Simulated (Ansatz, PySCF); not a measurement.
Al(AsH2)(OH)2 (AlAsH4O2), SMILES [Al]([OH])([AsH2])[OH].

The structure is a stationary point at PBE0-D3(BJ)/def2-SVP. The structure was generated by enumeration; whether it is a known compound was not checked. One conformer was computed; it need not be the lowest.

Vertical ionisation energy (IE) and electron affinity (EA) in eV. Rows of orbital energies are one-electron estimates. Where ΔSCF, EOM or ADC give a negative EA the extra electron is unbound and the value depends on the basis.

```
level                                                                  IE     EA
-------------------------------------------------------------------  ----  -----
−ε(HOMO), −ε(LUMO), CAM-B3LYP/def2-TZVP (PySCF)                      8.57  -0.40
−ε(HOMO), −ε(LUMO), PBE/def2-TZVP (PySCF)                            6.32   1.23
ΔSCF, PBE0/def2-SVPD (Ansatz), final states of multiplicity 2 and 2  9.61  -0.35
ΔSCF, PBE/def2-SVPD (Ansatz), final states of multiplicity 2 and 2   9.51  -0.21
```

Task: What vertical singlet–triplet gap does ΔSCF give with PBE0/def2-SVPD (Ansatz, a first-principles code) and with PBE/def2-SVPD (Ansatz)? (The exact figures need the calculation; the answer reports its results.)

Result: 5.17 and 5.05 eV (triplet above singlet where positive).
